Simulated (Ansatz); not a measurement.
AuCl₂, that is [AuCl2]- with one electron fewer. Total charge 0; doublet. Geometry B3LYP-D4/def2-TZVPD, that of the charge -1 singlet; atoms count from 1.

| atom | x (Å) | y (Å) | z (Å) |
| --- | --- | --- | --- |
| Au1 | 0.000 | 0.000 | 0.000 |
| Cl2 | 2.270 | -0.070 | 0.474 |
| Cl3 | -2.270 | 0.070 | -0.474 |

In the def2 sets Au takes a core potential; there is no spin–orbit coupling.

(1) Estimate the Mulliken populations from the PBE0/def2-TZVPD orbitals of Ansatz.

(2) Where does the spin sit?

(3) And the Mayer bond orders between bonded heavy atoms (over 0.3)?

Results:

(1) 
| atom | charge (e) | spin (α − β) | d electrons |
| --- | --- | --- | --- |
| Au1 | 0.41 | 0.31 | 9.43 |
| Cl2 | -0.21 | 0.34 | – |
| Cl3 | -0.21 | 0.34 | – |
Mulliken values and Mayer orders depend strongly on the basis. With diffuse functions, as here, like atoms can get unlike values, and bond orders can come out too low or too high.

(2) Summed by element: Au 0.31, Cl 0.69, of 1 unpaired in all. Largest on single atoms: Cl3 0.34, Cl2 0.34, Au1 0.31.

(3) Au1–Cl2 0.92 (2.32 Å); Au1–Cl3 0.92 (2.32 Å).
